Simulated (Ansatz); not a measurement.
Ideal-gas functions of C$_{2}$H$_{4}$OSi (`OC#C[SiH3]`) at 298.15 K and 1 bar, from an Ansatz frequency run at PBE0-D4/def2-TZVP.

Molar mass 72.14 g/mol, point group Cs (symmetry number 1), electronic degeneracy 1, moments of inertia 6.629, 237.152, 237.902 u Å². Harmonic wavenumbers (cm⁻¹, unscaled): 29, 133, 149, 426, 478, 538, 681, 684, 934, 942, 949, 1210, 1270, 2231, 2231, 2232, 2337, 3799.

Use S(trans) = R[1.5 ln M + 2.5 ln T − 1.1517]; rotational temperatures θ = 24.2544 K / I; S(rot) = R[ln(√π/σ · √(T³/θAθBθC)) + 1.5]; for each mode x = 1.438777 ν̃/T, S = R[x/(eˣ − 1) − ln(1 − e⁻ˣ)] and H = RT x/(eˣ − 1); 1 cm⁻¹ = 0.0119627 kJ/mol; R = 8.31446 J/(mol·K).

**Question.** By hand: the entropy, in J/(mol·K).

**Answer.** Translation 162.2. Rotation: θ = 3.6588, 0.1023, 0.102 K, giving 101.9. Vibration, mode by mode: 24.67, 12.14, 11.23, 3.65, 2.99, 2.38, 1.38, 1.36, 0.51, 0.49, 0.48, 0.17, 0.13, 0.00, 0.00, 0.00, 0.00, 0.00, in all 61.6. Electronic 0.0. Sum 325.7 J/(mol·K).

**Question.** By hand: H − E and G − E in kJ/mol, counted from the electronic energy.

**Answer.** Zero-point energy ½ × 21253 × 0.0119627 = 127.1; thermal vibration 8.7; translation, rotation and pV give 4 RT = 9.9. H − E = 145.7 kJ/mol, and G − E = 145.7 − 298.15 × 325.7/1000 = 48.6 kJ/mol.

Vibration gives 19 % of the entropy, 48.0 J/(mol·K) of it from the modes under 150 cm⁻¹: soft modes count most, and the harmonic formula is weakest for them. The sum counts one conformer and one mirror image; others add a mixing term.
